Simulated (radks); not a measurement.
B, 5 electrons, occupied as 1s1.75 2s2 2p1 3s0.25 (fractional occupations, a model configuration). All-electron calculation, scalar-relativistic Kohn-Sham, BP86, spin-polarised, spherical densities, finite nucleus; open shells are filled with parallel spins first; Fermi nuclear charge, rms radius 2.406 fm. Program: a radial shooting solver on a logarithmic mesh with Libxc functionals. Some entries of the table are withheld. Estimate them.

| orbital | occ. | eigenvalue (eV) | <1/r> (bohr^-1) | <r> (bohr) |
|---|---|---|---|---|
| 1s up | 1 | (1) | 4.731 | 0.3229 |
| 1s down | 0.75 | (2) | 4.714 | 0.3243 |
| 2s up | 1 | -12.2520 | 0.7902 | 1.821 |
| 2s down | 1 | -10.8296 | 0.7699 | 1.868 |
| 2p up | 1 | -6.1240 | 0.6801 | 1.976 |
| 3s up | 0.25 | (3) | 0.1563 | 8.277 |

Answer. 
(1) 1s up eigenvalue (eV): -194.5457
(2) 1s down eigenvalue (eV): -190.5611
(3) 3s up eigenvalue (eV): -0.9911
